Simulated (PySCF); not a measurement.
Species: C2H10N2O2Si2.
Atom-mapped SMILES: `[NH2:1][Si@@H:2]1[CH2:3][O:4][CH2:5][O:6][SiH2:7][NH:8]1`

Structure used (GFN2-xTB), in Å, numbered top down from 1:
```
atom  x, y, z in Å
N1     2.7945    0.1058   -0.3694
Si2    1.1608    0.0102    0.1798
C3     0.3311   -1.4288   -0.7700
O4    -0.9795   -1.1139   -1.2466
C5    -1.9446   -0.9389   -0.2803
O6    -1.9702    0.3157    0.3082
Si7   -1.3249    1.6636   -0.3277
N8     0.3979    1.4818   -0.2902
H9     3.3620    0.8503    0.0008
H10    3.3329   -0.7439   -0.3844
H11    0.9932   -0.2045    1.6302
H12    0.2704   -2.3406   -0.1609
H13    0.8859   -1.6744   -1.6765
H14   -2.9070   -1.0990   -0.7897
H15   -1.8394   -1.6792    0.5322
H16   -1.7908    2.6221    0.6656
H17   -1.7512    1.9321   -1.6999
H18    0.9701    2.2477   -0.5976
```

Probes without a nucleus sit at each ring's centroid and 1 Å off its mean plane on both sides; NICS is minus the shielding there, NICSzz its component along the normal. Level: GIAO PBE0/pcSseg-1 (PySCF, non-relativistic, gas phase) on the GFN2-xTB geometry, one conformer.

Ring bond lengths (Å), with Mayer bond orders in brackets: Si2–C3 1.913 (0.86), C3–O4 1.430 (0.87), O4–C5 1.377 (0.99), C5–O6 1.386 (0.90), O6–Si7 1.624 (0.93), Si7–N8 1.733 (0.95), N8–Si2 1.723 (0.95).

Problem. What do the NICS probes read (ppm)?

Solution. 
```json
{"ring": "Si2–C3–O4–C5–O6–Si7–N8", "type": "7-membered ring with N, 2 O and 2 Si; formal bonds all single", "NICS(0)": "-2.2", "NICS(1), two faces": "-1.9 / -2.2", "NICS(1)zz, two faces": "2.3 / 3.6", "rms pucker (Å)": "0.42", "centre to ring atoms, mean (Å)": "1.70"}
```

Problem. What do they say, and how far can they be read as aromaticity?

Solution. 
- Si2–C3–O4–C5–O6–Si7–N8: mean NICS(1)zz 3.0 ppm, near zero. Si2, C3, C5, Si7 have four or more neighbours, so the value isn't read as a sign of a π ring current.

Problem. List the ring angles and the Hirshfeld charges of the ring atoms.

Solution. 
- Si2–C3–O4–C5–O6–Si7–N8: Si2 108.4° (+0.405 e), C3 113.4° (-0.094 e), O4 115.9° (-0.134 e), C5 115.2° (+0.071 e), O6 125.3° (-0.226 e), Si7 107.4° (+0.412 e), N8 122.4° (-0.343 e); sum 808.0° against 900° for a flat convex ring.

Problem. What are the shieldings of the ring atoms and their hydrogens in the same run (means over atoms taken as equivalent)?

Solution. 
```json
{"atoms": "Si2", "environment": "SiH silicon", "σ isotropic (ppm)": "370.8", "principal values of the symmetric part, first atom (ppm)": "344.7, 370.1, 397.7"}
{"atoms": "C3", "environment": "sp3 carbon bound to oxygen", "σ isotropic (ppm)": "119.1", "principal values of the symmetric part, first atom (ppm)": "88.4, 98.6, 170.4"}
{"atoms": "O4", "environment": "cyclic ether oxygen", "σ isotropic (ppm)": "268.5", "principal values of the symmetric part, first atom (ppm)": "181.8, 296.0, 327.8"}
{"atoms": "C5", "environment": "sp3 carbon bearing two oxygens", "σ isotropic (ppm)": "90.0", "principal values of the symmetric part, first atom (ppm)": "64.2, 92.5, 113.3"}
{"atoms": "O6", "environment": "silyl ether oxygen", "σ isotropic (ppm)": "251.8", "principal values of the symmetric part, first atom (ppm)": "194.1, 234.3, 327.1"}
{"atoms": "Si7", "environment": "oxygen-bound silicon", "σ isotropic (ppm)": "382.2", "principal values of the symmetric part, first atom (ppm)": "365.1, 373.4, 408.1"}
{"atoms": "N8", "environment": "nitrogen bridging silicon atoms", "σ isotropic (ppm)": "238.1", "principal values of the symmetric part, first atom (ppm)": "189.2, 250.4, 274.8"}
{"atoms": "H11", "environment": "Si–H hydrogen", "σ isotropic (ppm)": "26.08", "principal values of the symmetric part, first atom (ppm)": "22.7, 24.2, 31.4"}
{"atoms": "H12", "environment": "methylene hydrogen", "σ isotropic (ppm)": "28.58", "principal values of the symmetric part, first atom (ppm)": "24.1, 28.3, 33.3"}
{"atoms": "H13", "environment": "methylene hydrogen", "σ isotropic (ppm)": "27.88", "principal values of the symmetric part, first atom (ppm)": "23.5, 27.5, 32.7"}
{"atoms": "H14", "environment": "methylene hydrogen", "σ isotropic (ppm)": "26.08", "principal values of the symmetric part, first atom (ppm)": "20.5, 26.1, 31.7"}
{"atoms": "H15", "environment": "methylene hydrogen", "σ isotropic (ppm)": "26.90", "principal values of the symmetric part, first atom (ppm)": "22.5, 26.6, 31.6"}
{"atoms": "H16", "environment": "Si–H hydrogen", "σ isotropic (ppm)": "26.70", "principal values of the symmetric part, first atom (ppm)": "22.8, 24.4, 32.9"}
{"atoms": "H17", "environment": "Si–H hydrogen", "σ isotropic (ppm)": "26.23", "principal values of the symmetric part, first atom (ppm)": "23.1, 23.7, 31.9"}
```

The list is cut; further classes of hydrogen are left out.

The run took 49 s of wall time on an Arm Neoverse V1 with one thread, shared host with 32 logical CPUs at a one-minute load of 28, and the process peaked at 0.90 GiB of memory. This is the whole shielding run at PBE0/pcSseg-1, SCF included.
